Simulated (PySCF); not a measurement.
Na(OH) (HNaO), SMILES [OH][Na].

The structure is a stationary point at ωB97X-D3(BJ)/def2-TZVPD. The isomer is the one that the SMILES or the coordinates give; other isomers of the formula were not compared.

Two levels are set side by side: TDA-PBE/def2-TZVPD (PySCF) and TDA-B3LYP/def2-TZVPD (PySCF). Vertical, same geometry. The lowest singlet is HOMO−1→LUMO 100 % with PBE and HOMO→LUMO 99 % with the other functional; states are paired by order. Differences are taken from unrounded values.

```json
[
 {"quantity": "lowest singlet excitation (eV)", "TDA-B3LYP": "2.61"},
 {"quantity": "lowest triplet excitation (TDA) (eV)", "TDA-B3LYP": "2.56"}
]
```

Task: What does TDA-PBE give, and how far is it from TDA-B3LYP? (Estimate from the structure and the level; the computed values follow.)

Result: 
```tsv
quantity	TDA-PBE	TDA-PBE minus TDA-B3LYP
lowest singlet excitation (eV)	2.00	-0.61
lowest triplet excitation (TDA) (eV)	1.92	-0.64
```

Functionals without exact exchange tend to place singlet excitations lower, as here. Differences between two approximate levels are no errors against the true value.

Rough cost on one machine, each run with all the roots and properties that it gave: TDA-B3LYP against TDA-PBE within a factor of 2.
